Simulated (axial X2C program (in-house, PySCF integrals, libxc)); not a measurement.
Worked dissociation energy of BI: CCSD(T), two-component

Computed with an in-house all-electron X2C program for linear molecules (integrals from PySCF). Two-component (2c) means X2C with spin–orbit coupling and atomic mean-field two-electron Coulomb and Gaunt terms. Basis: I dyall-cv3z [11s12p8d4f1g], B dyall-v3z [7s6p2d1f] (cores contracted in-house); Gaussian nuclei, density fitting, unrestricted open shells. Masses: I 126.904 u, B 11.009 u.

Molecular state: Ω = 0 (closed shell).

Correlated methods: 10 electrons correlated (number of frozen shells: I 4 s, 3 p, 2 d; B 1 s), 224 virtual spin orbitals or spinors in MP2, 90 natural virtuals in coupled cluster.

- E(I) (2M_J = 3): -7109.927850 hartree
- E(B) (2M_J = 1): -24.605785 hartree
- E(BI) at Re: -7134.655031 hartree
- ωe: 575.3 cm⁻¹
- ωexe: 2.76 cm⁻¹

Task: Work out De and D0.

Result: De = -7109.927850 + (-24.605785) − (-7134.655031) = 0.12140 hartree = 3.303 eV. The zero-point energy is ωe/2 − ωexe/4 = 287 cm⁻¹ = 0.036 eV, so D0 = 3.268 eV.

One determinant describes the state; a PBE0 search over occupations chose it and may have missed a lower one. Closed shells are restricted here (equal orbitals for both partners); the stretched side of such a curve lies too high. Dissociation energies refer to the lowest single-determinant-based atoms at the same level and basis. Coupled cluster ran in a truncated set of natural virtual spinors; the MP2 energy of the rest was added. (T) has no such correction and the atoms are truncated less, which lowers De at CCSD(T) by a hundredth of an eV or more.

Each atomic determinant is the lowest at this level and need not be a pure J level. Totals compare only within one Hamiltonian and basis.
